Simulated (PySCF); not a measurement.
C5H6N2O.
SMILES with atom numbers: `[CH3:1]/[N:2]=[CH:3]/[c:4]1[cH:5][n:6][cH:7][o:8]1`

NICS is the negative of the GIAO shielding at a point without a nucleus: at the ring centre (0) and 1 Å above and below it (1); zz is the component along the ring normal. Level: GIAO PBE0/pcSseg-1 (PySCF, non-relativistic, gas phase) on the GFN2-xTB geometry, one conformer.

Ring bond lengths (Å), with Mayer bond orders in brackets: C4–C5 1.374 (1.53), C5–N6 1.358 (1.29), N6–C7 1.294 (1.67), C7–O8 1.333 (1.14), O8–C4 1.361 (1.00).

Question: Give the NICS values of each ring in ppm.

Answer: 
| ring | type | NICS(0) | NICS(1), two faces | NICS(1)zz, two faces | rms pucker (Å) | centre to ring atoms, mean (Å) |
| --- | --- | --- | --- | --- | --- | --- |
| C4–C5–N6–C7–O8 | 5-membered ring with N and O; formal bonds all aromatic | -11.0 | -10.4 / -10.4 | -27.1 / -27.2 | 0.00 | 1.14 |

Question: What do they say, and how far can they be read as aromaticity?

Answer: 
- C4–C5–N6–C7–O8: mean NICS(1)zz -27.1 ppm, shielded. For a flat ring without four-coordinate atoms the NICS criterion counts such a value as aromatic.

Question: And the bond-length index? Use HOMA with the parameters of Krygowski (1993).

Answer: 
- C4–C5–N6–C7–O8: HOMA 0.52; the largest term is that of O8–C4, α(R − Ropt)² = 1.44.

Question: At the first NICS(1) probe listed for ring C4–C5–N6–C7–O8, 1 Å off the ring, how large is the induced field along the normal in 7.05 T applied along it?

Answer: NICSzz × B0 = -27.1 ppm × 7.05 T = -191 μT, against the applied field.

Conformer computed: `[CH3:1]/[N:2]=[CH:3]/[c:4]1[cH:5][n:6][cH:7][o:8]1`: N2–C3–C4–C5 0°.
